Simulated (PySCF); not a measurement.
Correlation energy of Cs³⁸⁺ (caesium, charge +38)

[Ne] 3s2 3p5, 2P determinant. Computed with PySCF 2.14 in an uncontracted even-tempered set (18 s from 6.6 bohr⁻², ratio 2.5; 12 p from 8.6 bohr⁻², ratio 2.5; 5 d from 38 bohr⁻², ratio 2.7; 4 f from 57 bohr⁻², ratio 2.7), with scalar relativity by spin-free X2C-1e. Frozen: 1s2; 15 electrons correlated; the 21 highest virtual orbitals of each spin left out.

| level | correlation energy (mhartree) |
| --- | --- |
| CCSD | -628.46 |
| (T) | -1.20 |
| CCSD(T) | -629.66 |

Diagnostics: T1 = 0.00055, D1 = 0.0025, largest double amplitude 0.021.

Is a single reference adequate?

Yes, within this model without spin-orbit coupling: T1 lies below 0.03 and no double amplitude reaches 0.07.

At this charge the one-electron X2C treatment keeps the bare 1/r₁₂, with no two-electron picture change or Breit term. The effect here is smaller than on the frozen 1s shell; and a scalar Hamiltonian misses the large spin-orbit splitting of the p shells, which matters for ns² → np² pairs.
